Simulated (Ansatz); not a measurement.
**Which is lower?**

Two relaxed structures of B₂H₄Se, singlet (PBE0-D4/def2-TZVP; forces vanish, vibrations not checked).

A:

B1  (-0.769, 0.421, 0.125)
B2  (0.658, -0.442, 0.126)
Se3  (2.137, -1.353, 0.066)
H4  (-1.735, -0.272, -0.026)
H5  (-0.684, 1.464, -0.459)
H6  (-0.470, 0.564, 1.422)
H7  (-1.208, 0.973, 1.272)
(Å)

B:

```csv
atom,x (Å),y (Å),z (Å)
B1,-0.8873,0.3523,-0.5225
B2,0.1042,0.2010,0.7772
Se3,1.7306,-0.8035,0.6758
H4,-1.7607,-0.4387,-0.7452
H5,-0.7573,1.2432,-1.3147
H6,-0.0731,0.6739,1.8612
H7,1.6435,-1.2282,-0.7318
```

Ansatz 0.2.0; basis: def2-TZVPP; cores frozen in the correlated methods. Filled d shells of the heavier atoms are correlated. The def2 sets are not built for correlating such inner shells, so the correlated values are less sure here. B3LYP uses VWN-RPA correlation.

Question: Which structure is lower at CCSD(T), and by how much? (To be estimated.)

Answer: Computed: B, by 0.420 eV (electronic energy, against the other). By their contacts, A is B₂H₄Se ([Se][B][BH2]1[H][H]1) and B is B₂H₄Se ([BH2][BH][SeH]).

All methods give the same order:

```
   method  E(B) − E(A) (eV)
   PBE-D4            -0.202
r2SCAN-D4            -0.308
  PBE0-D4            -0.371
 B3LYP-D4            -0.485
  wB97M-V            -0.470
       HF            -1.178
      MP2            -0.273
     CCSD            -0.579
  CCSD(T)            -0.420
```

No T1 diagnostic of these runs exceeds 0.016.

Labels in which every atom is bracketed show which atoms are joined, not bond orders.

For scale, one of the runs: CCSD(T)/def2-TZVPP, 166 basis functions, launched by `ansatz run in.yaml --threads 2 --pin off --events-out ev --progress --plain --max-ram 4352MiB`. The run took 29 s on 2 CPU threads of an Intel Xeon Platinum 8259CL (shared host), with 1.4 GiB of host memory at its peak.
